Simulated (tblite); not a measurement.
Compound: C₄H₁₂O₃Si₂.
Atom-mapped SMILES: `[CH3:1][O:2][CH2:3][SiH2:4][SiH2:5][O:6][C:7]([CH3:8])=[O:9]` (hydrogens: H10, H11, H12 on C1; H13, H14 on C3; H15, H16 on Si4; H17, H18 on Si5; H19, H20, H21 on C8)

Cartesian coordinates in Å at the GFN2-xTB level; atoms count from 1:
```xyz
21
C4H12O3Si2 angstrom
C      1.8157    1.4661   -0.9803
O      1.4209    0.3725   -0.2017
C      1.4468   -0.8694   -0.8912
Si     0.7217   -2.1040    0.3824
Si    -0.0969   -0.7315    2.0493
O     -1.2829    0.2690    1.3942
C     -1.7576    0.1520    0.1788
C     -2.6958    1.2695   -0.1982
O     -1.4735   -0.7583   -0.5628
H      1.1598    1.5898   -1.8525
H      2.8481    1.3481   -1.3347
H      1.7484    2.3498   -0.3469
H      2.4732   -1.1021   -1.2026
H      0.8349   -0.8060   -1.7979
H     -0.1392   -3.0830   -0.2838
H      1.8626   -2.8876    0.9100
H     -0.8757   -1.4012    3.1018
H      0.7262    0.3027    2.6718
H     -3.1364    1.0753   -1.1714
H     -3.4725    1.3622    0.5573
H     -2.1369    2.2030   -0.2250
```

Calculated harmonic vibrations of the isolated species, GFN2-xTB (tblite), most abundant isotopes, no scaling. The method is semi-empirical: single wavenumbers can be off by several per cent or more. Modes of hydrogen on silicon can be 10 to 20 % off. One conformer, not necessarily the lowest.

Harmonic wavenumbers (cm⁻¹): 28.6, 55.8, 63.1, 64.2, 73.8, 104.8, 120.7, 146.7, 202.2, 226.1, 261.6, 358.5, 371.5, 401.3, 452.4, 485.6, 548.7, 569.8, 600.3, 643.9, 662.6, 691.9, 734.8, 763.1, 800.6, 810.4, 838.6, 965.1, 966.0, 1003.4, 1015.4, 1101.6, 1136.0, 1157.7, 1198.9, 1258.4, 1290.3, 1362.8, 1407.2, 1444.7, 1446.0, 1471.0, 1490.3, 1498.0, 1734.2, 2103.5, 2176.8, 2239.2, 2267.2, 2872.0, 2887.0, 2910.6, 2916.4, 3014.8, 3024.4, 3036.9, 3062.4.

A = 1308, B = 1008, C = 787.1 MHz; mass 164.032 u (most abundant isotopes); point group C1, symmetry number 1.

Question: Zero-point energy?

Answer: Half the sum of the wavenumbers: 33270 cm⁻¹ = 398.00 kJ/mol.

Question: Entropy at 200 K, 1 bar (ideal gas, RRHO, classical rotation)?

Answer: Translation 164.16, rotation 121.03, vibration 138.72: S = 423.9 J/(mol K).

Question: And Cp and H(200 K) − H(0)?

Answer: Cp = 157.38 J/(mol K), of which vibrations give 124.12 (their classical limit is 57 R = 473.9); H(200 K) − H(0) = 20.57 kJ/mol without the zero-point energy, 13.92 from vibrations.

Question: How do the functions run with temperature in this model?

Answer: 
```
T (K)  S (J/(mol K))  Cp (J/(mol K))  H − H(0) (kJ/mol)  G − H(0) (kJ/mol)  ln q(vib)
  100          334.1           107.4               7.33             -26.08       3.84
  300          497.0           206.0              38.77            -110.34      12.31
  500          622.0           285.5              88.39            -222.63      19.59
  800          774.4           362.0             186.53            -432.98      29.25
 1000          858.9           395.3             262.44            -596.50      35.00
```

q(vib) and H(0) count from the zero-point level.

Question: Blend soft modes into free rotors: weight 1/[1 + (100 cm⁻¹/ν̃)⁴] for the oscillator and the rest for a rotor with moment μB/(μ + B), μ = h/(8π²ν), B = 10⁻⁴⁴ kg m². What vibrational entropy results?

Answer: 123.39 J/(mol K) in place of 138.72, which changes −T·S at 200 K by +3.06 kJ/mol.

Question: What must be added to the electronic energy to get the Gibbs energy at 200 K and 1 bar?

Answer: ZPE + [H(200 K) − H(0)] − T·S = 398.00 + 20.57 − 84.78 = 333.79 kJ/mol.

Hindered rotation and anharmonicity are outside this model. Other conformers, if any are populated, would add a mixing term that is left out. The structure is chiral; the term R ln 2 for an equal mix with its mirror image is left out.
